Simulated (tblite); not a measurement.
C7H13BO2.
Atom-mapped SMILES: `[OH:1][B:2]([OH:3])[C@H:4]1[C@@H:5]2[CH2:6][CH2:7][CH2:8][CH2:9][C@H:10]12` (hydrogens: H11 on O1; H12 on O3; H13 on C4; H14 on C5; H15, H16 on C6; H17, H18 on C7; H19, H20 on C8; H21, H22 on C9; H23 on C10)

Cartesian coordinates in Å at the GFN2-xTB level; atoms count from 1:
```xyz
23
C7H13BO2 angstrom
O      3.274   -0.545    0.558
B      2.610    0.520    0.057
O      3.350    1.608   -0.315
C      1.047    0.457   -0.075
C      0.354   -0.840   -0.458
C     -0.829   -0.799   -1.406
C     -2.152   -0.632   -0.659
C     -2.072    0.543    0.308
C     -1.095    0.222    1.437
C      0.224   -0.319    0.933
H      4.222   -0.417    0.602
H      2.862    2.347   -0.673
H      0.558    1.347   -0.460
H      1.012   -1.690   -0.588
H     -0.712    0.029   -2.111
H     -0.856   -1.720   -1.991
H     -2.372   -1.543   -0.098
H     -2.958   -0.476   -1.379
H     -3.056    0.751    0.734
H     -1.752    1.437   -0.232
H     -0.921    1.113    2.048
H     -1.547   -0.535    2.084
H      0.802   -0.830    1.693
```

Computed values, GFN2-xTB/tblite, gas phase, harmonic and unscaled. This tight-binding method is rough: wavenumbers can miss measured ones by several per cent, in bad cases by 10 to 20. One conformer, not necessarily the lowest.

Harmonic wavenumbers (cm⁻¹): 38.7, 89.7, 108.7, 156.7, 249.0, 280.9, 339.2, 366.5, 428.3, 440.7, 501.7, 532.3, 542.4, 623.5, 647.7, 788.7, 815.4, 848.4, 867.6, 916.5, 937.4, 952.6, 954.8, 963.1, 992.1, 1017.3, 1026.1, 1058.0, 1101.4, 1117.9, 1137.5, 1147.9, 1152.8, 1181.2, 1205.4, 1236.2, 1246.4, 1257.3, 1283.8, 1299.7, 1317.1, 1340.8, 1343.7, 1351.5, 1355.2, 1461.2, 1486.2, 1491.2, 1492.9, 1504.6, 2943.4, 2946.4, 2960.8, 2967.9, 2971.2, 2980.5, 2986.3, 2987.1, 3013.0, 3040.1, 3055.4, 3621.3, 3662.5.

A = 2772, B = 741.1, C = 713.0 MHz; mass 140.101 u (most abundant isotopes); point group C1, symmetry number 1.

Task: Zero-point energy?

Result: ½Σν̃ = 43066 cm⁻¹ = 123.13 kcal/mol.

Task: Entropy at 500 K, 1 bar (ideal gas, RRHO, classical rotation)?

Result: Translation 43.32, rotation 31.32, vibration 49.96: S = 124.6 cal/(mol K).

Task: And Cp and H(500 K) − H(0)?

Result: Cp = 65.19 cal/(mol K), of which vibrations give 57.24 (their classical limit is 63 R = 125.2); H(500 K) − H(0) = 17.52 kcal/mol without the zero-point energy, 13.54 from vibrations.

Task: What must be added to the electronic energy to get the Gibbs energy at 500 K and 1 bar?

Result: ZPE + [H(500 K) − H(0)] − T·S = 123.13 + 17.52 − 62.30 = 78.35 kcal/mol.

Task: Which modes carry the vibrational entropy at 500 K?

Result: 38.7 cm⁻¹: 6.35; 89.7 cm⁻¹: 4.68; 108.7 cm⁻¹: 4.30; 156.7 cm⁻¹: 3.59; 249.0 cm⁻¹: 2.69; 280.9 cm⁻¹: 2.46 cal/(mol K); the other 57 give 25.88 together.

Task: How do the functions run with temperature in this model?

Result: 
```
 T (K)  S (cal/(mol K))  Cp (cal/(mol K))  H − H(0) (kcal/mol)  G − H(0) (kcal/mol)  ln q(vib)
   150             77.2              22.1                 2.21                -9.37       2.70
   250             91.1              33.8                 4.98               -17.80       5.04
298.15             97.6              40.2                 6.76               -22.34       6.22
   400            111.3              53.7                11.55               -32.98       8.83
   600            137.3              74.6                24.52               -57.88      14.26
   900            171.6              93.9                50.05              -104.37      22.45
```

q(vib) and H(0) count from the zero-point level.

Task: Blend soft modes into free rotors: weight 1/[1 + (100 cm⁻¹/ν̃)⁴] for the oscillator and the rest for a rotor with moment μB/(μ + B), μ = h/(8π²ν), B = 10⁻⁴⁴ kg m². What vibrational entropy results?

Result: 46.71 cal/(mol K) in place of 49.96, which changes −T·S at 500 K by +1.62 kcal/mol.

Hindered rotation and anharmonicity are outside this model. Other conformers, if any are populated, would add a mixing term that is left out. The structure is chiral; the term R ln 2 for an equal mix with its mirror image is left out.
